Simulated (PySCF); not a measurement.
Gas-phase reaction: 3 InI + 2 ClF = InI3 + 2 F + 2 InCl

Computed with PySCF and rigid-rotor harmonic-oscillator thermochemistry at 1 bar. † marks an energy on the PBE0/def2-TZVP geometry and frequencies. MP2 and CCSD(T) freeze the core. Open shells (unrestricted): F (multiplicity 2, electronic degeneracy 6); the rest are closed-shell singlets. Spin-orbit splitting is ignored; it lowers the true energy and changes the entropy of F. I, In: scalar-relativistic def2 core potential, no spin-orbit coupling. MP2 isn't extrapolated to the basis-set limit; its ΔH°(298 K) is -130.0 kJ in def2-SVP and -67.2 kJ in def2-TZVPP. CCSD(T) isn't extrapolated to the basis-set limit; its ΔH°(298 K) is -129.7 kJ in def2-SVP and -85.7 kJ in def2-TZVPP. The harmonic model lacks anharmonicity and excited electronic states, which grow with temperature; levels with a mode under 35 cm⁻¹ are left out. Soft modes under 120 cm⁻¹ make the harmonic entropy rough for InI3.

| level | ΔE electronic, kJ | ΔH°(298 K), kJ | ΔS°(298 K), J/K | ΔG°(1200 K), kJ |
|---|---|---|---|---|
| CCSD(T)/def2-TZVPP† | -85 | -86 | -21 | -73 |
| M06-2X/def2-TZVP† | -71 | -71 | -21 | -59 |
| MP2/def2-SVP† | -130 | -130 | -21 | -118 |
| MP2/def2-TZVPP† | -67 | -67 | -21 | -55 |
| PBE0/def2-SVP† | -88 | -88 | -21 | -76 |
| LDA/def2-TZVP† | 119 | 119 | -21 | 131 |
| ωB97M-V/def2-TZVP† | -60 | -61 | -21 | -48 |
ΔH° is lowest at MP2/def2-SVP† and highest at LDA/def2-TZVP†. No reference value is set beside these.
